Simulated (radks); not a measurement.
Results of a calculation; reference values are marked as such.
Valence configurations of Cd (all share [Kr]). Level of theory: scalar-relativistic Kohn-Sham, r2SCAN, spin-polarised, spherical densities, finite nucleus; open shells are filled with parallel spins first (spin-orbit coupling, left out, can overturn this in heavy ions); meta-GGA in the generalised Kohn-Sham scheme; Fermi nuclear charge, rms radius 4.6087 fm (a radial shooting solver on a logarithmic mesh with Libxc functionals). Energies are relative to 4d10 5s2; eigenvalues in eV for spin up.

| valence | E (eV) | moment (Bohr magnetons) | e(4d) | e(5p) | e(5s) |
|---|---|---|---|---|---|
| 4d10 5s2 | 0.000 | 0 | -12.195 | - | -5.849 |
| 4d9 5s2 5p1 | 12.742 | 2 | -18.238 | -2.891 | -8.658 |
| 4d9 5s1 5p2 | 16.449 | 4 | -19.465 | -3.950 | -10.106 |
| 4d9 5p3 | 22.593 | 4 | -20.873 | -4.564 | - |
| 4d10 5s1 5p1 | 3.871 | 2 | -13.939 | -2.553 | -7.764 |
| 4d10 5p2 | 9.031 | 2 | -15.583 | -3.280 | - |
| 4d8 5s2 5p2 | 28.492 | 4 | -23.966 | -4.373 | -11.045 |
| 4d10 5s1.5 5p0.5 | 2.204 | 1 | -13.182 | -1.885 | -6.908 |
| 4d9.5 5s2 5p0.5 | 5.994 | 1 | -15.289 | -2.031 | -7.324 |
| 4d10 5s0.5 5p1.5 | 6.457 | 2 | -14.784 | -2.943 | -8.091 |

NIST lists [Kr] 4d10 5s2 as the ground configuration; this level of theory agrees among the configurations tried. The energies are those of spherical high-spin densities, not of single terms.
